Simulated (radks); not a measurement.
Values are calculated unless marked as measured or tabulated.
Excited configurations of As: one electron is placed in a higher orbital outside [Ar] 3d10 4s2 4p2. The ground configuration is [Ar] 3d10 4s2 4p3. Level of theory: Dirac Kohn-Sham, PBE, spin-unpolarised, spherical densities, finite nucleus; open shells are shared between the two j in proportion to 2j + 1; Fermi nuclear charge, rms radius 4.0968 fm (a radial shooting solver on a logarithmic mesh with Libxc functionals). Excitation = E - E(ground); binding = E(ion) - E, where the ion is the core of charge +1; n* = 1/sqrt(2 binding) in atomic units, and the quantum defect is n - n*. Eigenvalue and <r> are those of j = l + 1/2.

outer orbital  excitation (eV)  binding (eV)     n*  quantum defect  eigenvalue (eV)  <r> (bohr)
4d                       7.320         1.833  2.725           1.275           -0.663       8.396
5s                       5.683         3.469  1.980           3.020           -1.927       6.229
5p                       6.839         2.313  2.425           2.575           -1.228       8.415
5d                       7.971         1.181  3.394           1.606           -0.631       15.74
6p                       7.887         1.266  3.279           2.721           -0.748       16.51
6d                       8.389         0.763  4.222           1.778           -0.463       26.42
7s                       8.175         0.977  3.732           3.268           -0.624       22.61
7d                       8.622         0.530  5.067           1.933           -0.341       39.94

The Delta-SCF ionisation energy is 9.152 eV (NIST Atomic Spectra Database: 9.789 eV, measured). Self-interaction in the functional shifts the binding energies and quantum defects, so they are the method's values and not measured ones. Spin polarisation and multiplet splitting are left out, so open shells lie too high by an amount that depends on their filling. Sharing an open shell by 2j + 1 raises it above the true ground level by a part of the spin-orbit splitting, which enters the differences from NIST.

Beside tabulated values, note that spin-unpolarised runs miss the spin-polarisation part of the exchange energy of open shells.
